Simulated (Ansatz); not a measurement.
```xyz
2

Al    0.0000    0.0000   -0.1191
H     0.0000    0.0000    1.5486
```

Basis set: 6-31G* (spherical functions). Correlated methods keep 5 orbitals frozen. Charge 0, multiplicity 1.

Computed with Ansatz (development build ahead of 0.2.0); each method stands on the lowest determinant of its kind that the runs found. Restricted open shells among the atoms or ions are ROHF, correlated in semicanonical orbitals with singles.

Q: Give the atomization energy at this shape (free ground-state atoms in the same class of orbitals less the molecule, no zero-point energy) of singlet AlH by RHF-MP2, RHF.

A:

| method | atomization energy |
| --- | --- |
| RHF-MP2 | 250.6 kJ/mol |
| RHF | 222.7 kJ/mol |
